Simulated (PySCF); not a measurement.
```xyz
5
charge 0 multiplicity 1, angstrom
Ru    0.0815    0.1494    0.0236
N    -0.5404   -1.2584   -0.1880
H     1.7484    0.1368    0.1455
H    -1.2156    1.2025   -0.4037
H    -1.2817    1.0975    0.4892
```

These are results of PBE0/[Ru def2-TZVP with ECP28, N def2-TZVP, H def2-TZVP], scalar-relativistic core potentials, density fitting, no spin–orbit coupling, PySCF, not measurements.

This geometry of H3RuN is a stationary point at this level.

What is the point group?

Cs.

Is it a minimum?

Yes: all harmonic wavenumbers are real.

Give the atomic charges and bond orders.


| atom | Mulliken | Löwdin | polar tensor | Mayer order to Ru1 |
| --- | --- | --- | --- | --- |
| Ru1 | 0.39 | 0.02 | 0.61 | – |
| N2 | -0.35 | -0.11 | -0.48 | 2.84 |
| H3 | -0.12 | -0.10 | -0.30 | 0.90 |
| H4,5 | 0.04 | 0.10 | 0.08 | 0.47 |
Other Mayer orders above 0.3: H–H 0.51.

What is the atomisation energy, with and without zero-point energy?

1233 kJ/mol without, 1169 kJ/mol with.

Stability towards spin polarisation was not tested. This need not be the most stable arrangement of these atoms. At this level a singlet minimum of Cs symmetry lies 23 kJ/mol below this structure.
